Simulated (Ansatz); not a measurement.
Input file for Ansatz (a first-principles code): U-CCSD(T)/def2-TZVPP on MoO2 (SMILES [O]=[Mo]=[O]), 2S+1 = 3, a spin state set in the input, which need not be the lowest. Elements past Kr take the def2 small-core potentials; no spin–orbit coupling.

Ansatz 0.2 input:
```yaml
crystal:
  periodic: [false, false, false]
  atoms:
    - {symbol: Mo, position_ang: [0.35342350, -0.29407613, 0.35763633]}
    - {symbol: O, position_ang: [0.89775019, 0.34247395, -1.11784768]}
    - {symbol: O, position_ang: [-1.28434240, -0.00092622, 0.68979172]}
basis:
  gaussian:
    orbitals: def2-TZVPP
magnetization: {spin_polarized: true, initial_magnetization: 2}
correlation: {method: ccsd_t, electrons: valence}
```

**Question.** Give the final energy of this run.

**Answer.** -218.3100 hartree (reference determinant -217.3001, T1 diagnostic 0.039). Its determinant has ⟨S²⟩ = 2.12, a mixture of spin states.

**Question.** How many basis functions does it have, and what does it roughly cost on one machine?

**Answer.** 118 functions; about 3 core-minutes (a rough figure).
